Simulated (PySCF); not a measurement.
Polarisability and C₆ of Sn(3+) (tin, charge +3)

[Kr] 4d10 5s1, 2S determinant. Computed with PySCF 2.14 in aug-cc-pVQZ-PP with ECP28MDF (7s7p5d3f2g, 92 functions), with a scalar-relativistic core potential. Coupled (time-dependent) response in atomic units; α is the mean over directions.

```tsv
method	mean α (bohr³)	C₆ (like pair)	S(−4)
wB97X-V	9.447	34.51	60.22
```

S(−4) is the Cauchy moment in α(ω) = α(0) + S(−4) ω² + …

α(iu) at wB97X-V:

| u (hartree) | α(iu) (bohr³) |
| --- | --- |
| 0 | 9.447 |
| 0.0500 | 9.299 |
| 0.100 | 8.890 |
| 0.200 | 7.627 |
| 0.300 | 6.305 |
| 0.500 | 4.403 |
| 0.750 | 3.138 |
| 1.00 | 2.442 |
| 1.50 | 1.677 |
| 2.00 | 1.242 |
| 3.00 | 0.7546 |
| 5.00 | 0.3497 |

A single London oscillator, α(iu) = α/(1 + u²/ω²), gives C₆ = (3/4) ω α². Matching the computed C₆ needs ω = 4 × 34.51 / (3 × 9.447²) = 0.516 hartree.

For an ion, C₆ is the dispersion term alone; charge-induced terms of lower order in 1/R come first.

Energies and moments cover only the electrons outside the core potential.
